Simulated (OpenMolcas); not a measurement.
Computed levels of 3s² 3p in ions with 13 electrons, in cm-1 above ²P°_1/2.

```
Program             : OpenMolcas 26.06
Method              : CASSCF
Basis               : ANO-RCC-VTZP
Scalar Hamiltonian  : DKH2, point nucleus
Spin-orbit coupling : state interaction with AMFI integrals over the reference wave functions, term energies averaged over their components
```

Active space for each ion: 3 electrons in 8 orbitals (3s 3p 4s 4p).

| Level | P2+ | S3+ | Ar5+ |
| --- | --- | --- | --- |
| ²P°_3/2 | 487 | 835 | 2034 |

Problem. Estimate ²P°_3/2 for Cl4+ from its neighbours S3+ and Ar5+.

Solution. ²P°_3/2 is fine structure, which grows about as the fourth power of a screened charge, so the fourth roots are averaged: ((835^0.25 + 2034^0.25) / 2)^4 = 1336. The calculation gives 1355, so the estimate is off by -1.4 %.

The run also gave levels led by 3s² 4p, which use shells meant for correlation; these and all levels above them are left out (holds for P2+). Active for correlation alone: 4p 4s; no level in the range computed is led by a configuration that fills them, so any true level of that kind is missing (holds for S3+; Cl4+; Ar5+). Only configurations of the active space appear.

° marks odd parity.
